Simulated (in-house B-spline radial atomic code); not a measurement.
The numbers below are computed, except where a source is named.
**Two electrons in Ge: a Gaussian well −V exp(−r²/w²) with V = 16.5 meV and w = 81.3 nm**

For Ge the NSM archive of the Ioffe Institute lists m_l = 1.6 m0, m_t = 0.08 m0 and ε = 16.2; the model takes one isotropic valley with the conductivity mass 3/(1/m_l + 2/m_t) = 0.117 m0, and so misses anisotropy and the other valleys. All triplets below are those of one valley; with several valleys two electrons can form a triplet in the 1s orbital itself, at an energy set by the valley splitting.

Effective-mass model with parabolic bands, a uniform dielectric constant, no image charges, no central-cell or spin-orbit terms. Two-electron levels come from full CI in B-splines with partial waves to l = 5 (up to 0.001 effective hartree above the limit).

Problem. What are the effective units, and what is the potential in them?

Solution. Ha* = 27211.386 meV × 0.117/16.2² = 12.13 meV and a* = 0.0529177 nm × 16.2/0.117 = 7.327 nm. V = 1.36 Ha* and w = 11.1 a*.

In these units the lowest s and p orbitals lie at -1.144828 and -1.006695, and their Coulomb and exchange integrals are J_ss = 0.297448, J_sp = 0.245117 and K_sp = 0.04841. Full CI gives -2.048401 for the ground singlet, -1.970761 for the sp triplet, -1.914070 for the sp singlet and -1.848113 for the lowest triplet of two s orbitals.

Problem. What does it cost to add the second electron, to first order and exactly?

Solution. To first order E = 2ε_s + J_ss = -1.992208, so the charging energy E(2) − 2E(1) is J_ss = 3.608 meV. CI gives -2.048401 − 2 × (-1.144828) = 0.241255, or 2.927 meV: relaxation and correlation lower it by 0.6817 meV, 18.9 % of J_ss. The s² configuration of one-electron orbitals holds 85.9 % of the state, and the mean radius is 26.2 nm. The second electron is bound by ε_s − E = 10.96 meV, against 13.89 meV for the first.

Problem. How far above the singlet do the triplets lie?

Solution. To first order the sp triplet lies at ε_s + ε_p + J_sp − K_sp = -1.954812, which is 0.4537 meV above 2ε_s + J_ss. CI gives -1.970761 − (-2.048401) = 0.077640, or 0.9419 meV, 56 % of the orbital spacing of 1.676 meV. The ss triplet lies 2.43 meV up, so the lower of the two is the sp one, and its gap equals k_BT at 10.9 K. The sp singlet-triplet splitting is 0.6877 meV, against 2K_sp = 1.174 meV.
